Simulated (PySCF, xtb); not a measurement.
In(PH2)3 (H6InP3), SMILES [PH2][In]([PH2])[PH2].

GFN2-xTB (xtb 6.7.1) at its own geometry gives an orbital gap of 2.31 eV and a dipole moment of 0.93 D.

Coordinates come from a B3LYP-D3(BJ)/def2-SVP optimisation. The def2 effective core potentials stand for the cores of In; spin–orbit coupling is left out. One conformer was computed; it need not be the lowest.

### Question
What does B3LYP/def2-TZVP (PySCF) give? (An estimate is asked for; the answer gives what the named calculation found.)

### Answer
gap 4.75 eV (levels -6.64 and -1.89 eV), dipole 0.51 D.
